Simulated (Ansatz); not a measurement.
Harmonic frequencies (cm⁻¹) at PBE0-D4/def2-TZVP from Ansatz: 193, 220, 230, 481, 572, 625, 697, 753, 777, 833, 993, 1330, 2255, 2691, 2703.

Each molecule was computed in one conformer, which needn't be the lowest.

Problem. Which molecule is it?
A. `S[SiH]1BO1`
B. `B1O[SiH2]S1`
C. `NC1(F)C=C1`
D. `[AlH2][Se][SiH3]`

Solution. A.
